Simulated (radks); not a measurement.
Values are calculated unless marked as measured or tabulated.
Valence configurations of neutral rhenium (all share [Xe]). Level of theory: scalar-relativistic Kohn-Sham, PBE, spin-unpolarised, spherical densities, point nucleus (a radial shooting solver on a logarithmic mesh with Libxc functionals). Energies are relative to 4f14 5d5 6s2; eigenvalues in eV.

[
 {"valence": "4f14 5d5 6s2", "E (eV)": "0.000", "e(4f)": "-42.308", "e(5d)": "-5.367", "e(6p)": "-", "e(6s)": "-5.943"},
 {"valence": "4f13 5d6 6s2", "E (eV)": "41.211", "e(4f)": "-51.818", "e(5d)": "-6.386", "e(6p)": "-", "e(6s)": "-6.021"},
 {"valence": "4f14 5d4 6s2 6p1", "E (eV)": "5.058", "e(4f)": "-46.609", "e(5d)": "-8.491", "e(6p)": "-2.398", "e(6s)": "-7.769"},
 {"valence": "4f12 5d5 6s2 6p2", "E (eV)": "108.46", "e(4f)": "-71.472", "e(5d)": "-14.548", "e(6p)": "-3.402", "e(6s)": "-9.875"},
 {"valence": "4f14 5d5.5 6s1.5", "E (eV)": "0.382", "e(4f)": "-41.152", "e(5d)": "-4.654", "e(6p)": "-", "e(6s)": "-5.608"},
 {"valence": "4f12.5 5d4.5 6s2 6p2", "E (eV)": "81.104", "e(4f)": "-66.210", "e(5d)": "-13.808", "e(6p)": "-3.389", "e(6s)": "-9.772"},
 {"valence": "4f13.5 5d5.5 6s2", "E (eV)": "19.544", "e(4f)": "-47.005", "e(5d)": "-5.875", "e(6p)": "-", "e(6s)": "-5.986"},
 {"valence": "4f13.5 5d4.5 6s1 6p2", "E (eV)": "30.796", "e(4f)": "-53.004", "e(5d)": "-10.508", "e(6p)": "-3.057", "e(6s)": "-8.798"},
 {"valence": "4f13 5d5 6s2 6p1", "E (eV)": "47.448", "e(4f)": "-56.396", "e(5d)": "-9.782", "e(6p)": "-2.405", "e(6s)": "-7.955"},
 {"valence": "4f14 5d6 6s1", "E (eV)": "0.943", "e(4f)": "-40.096", "e(5d)": "-4.004", "e(6p)": "-", "e(6s)": "-5.298"}
]

NIST lists [Xe] 4f14 5d5 6s2 as the ground configuration; this level of theory agrees among the configurations tried. The energies are those of spherical spin-averaged densities, not of single terms.
